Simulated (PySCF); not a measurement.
Molecule: `Cl[SiH]1CCCC1`, C₄H₉ClSi.

Geometry:
| atom | x (Å) | y (Å) | z (Å) |
| --- | --- | --- | --- |
| Cl1 | 2.054 | 5.056 | 1.327 |
| Si2 | 1.725 | 3.297 | 0.262 |
| C3 | 2.528 | 1.824 | 1.131 |
| C4 | 1.359 | 0.839 | 1.313 |
| C5 | 0.067 | 1.631 | 1.543 |
| C6 | -0.052 | 2.699 | 0.445 |
| H7 | 2.171 | 3.562 | -1.135 |
| H8 | 3.380 | 1.390 | 0.587 |
| H9 | 2.908 | 2.168 | 2.107 |
| H10 | 1.245 | 0.230 | 0.398 |
| H11 | 1.547 | 0.130 | 2.136 |
| H12 | 0.118 | 2.126 | 2.529 |
| H13 | -0.812 | 0.966 | 1.571 |
| H14 | -0.777 | 3.492 | 0.679 |
| H15 | -0.365 | 2.240 | -0.509 |

Geometry PBE0-D3(BJ)/def2-SVP throughout; GIAO in PySCF, gas phase, one conformer, non-relativistic; equivalent atoms averaged; basis pcSseg-1.

**Question.** How do the shifts δ (against HCl, TMS at the same level) depend on the functional? (ppm; last column core-seconds on shared hosts with different chips, so compare them loosely; the GGAs took longer than the global hybrids here, which isn't the general rule, and the cause wasn't traced)

**Answer.** 
```
functional                    kind    Cl1   Si2  C4/C5  C3/C6    H7  H11/H12  H10/H13  H9/H14  H8/H15  core-s
        HF            Hartree–Fock  -46.6  26.8   24.6   12.9  4.78     1.52     1.29    0.66    0.61     8.3
       LDA                     LDA   29.7  44.7   30.4   21.1  5.84     1.81     1.54    0.98    1.03      20
       PBE                     GGA    5.8  37.8   30.8   19.7  5.56     1.78     1.52    0.93    0.96      25
      BLYP                     GGA    0.8  36.2   31.8   20.4  5.42     1.77     1.52    0.88    0.93      25
      BP86                     GGA    3.2  38.4   30.7   19.7  5.55     1.77     1.52    0.93    0.95      25
      OPBE                     GGA   -8.8  35.1   29.5   17.8  5.44     1.77     1.52    0.97    0.95      26
       KT2                     GGA    6.2  34.3   30.5   19.4  5.51     1.78     1.52    0.93    0.97      18
       KT3                     GGA   -8.7  31.0   30.6   18.5  5.27     1.76     1.52    0.91    0.93      18
     B97-D                     GGA  -10.7  35.2   30.8   19.0  5.34     1.77     1.53    0.91    0.92      17
     B3LYP           global hybrid  -10.0  35.5   30.0   18.6  5.26     1.70     1.46    0.84    0.85      12
      PBE0           global hybrid   -9.6  36.4   28.8   17.7  5.34     1.69     1.45    0.86    0.86      12
  mPW1PW91           global hybrid  -13.6  36.7   28.8   17.6  5.30     1.68     1.44    0.86    0.85      12
      WP04           global hybrid  -41.0  33.3   30.8   18.1  4.66     1.60     1.39    0.84    0.78      15
     B97-2           global hybrid  -17.3  34.9   29.0   17.4  5.23     1.69     1.45    0.86    0.85      15
 BHandHLYP           global hybrid  -24.1  32.9   27.8   16.4  5.04     1.62     1.39    0.77    0.75      15
 CAM-B3LYP  range-separated hybrid  -12.6  36.3   28.4   17.5  5.19     1.66     1.42    0.80    0.81      20
   wB97X-D  range-separated hybrid  -16.7  36.9   28.2   16.8  5.24     1.63     1.40    0.81    0.81      19
   LC-wPBE  range-separated hybrid  -24.5  37.9   26.2   15.3  5.13     1.59     1.35    0.79    0.77      26
```

**Question.** Which nucleus moves most, in ppm?

**Answer.** Cl1 (chlorine bonded to Si): from -46.6 ppm with HF to 29.7 ppm with LDA. The smallest spread is 0.25 ppm, at H10/H13. Proton shifts span only some 12 ppm, so a few tenths of a ppm matter as much there as several ppm in carbon.
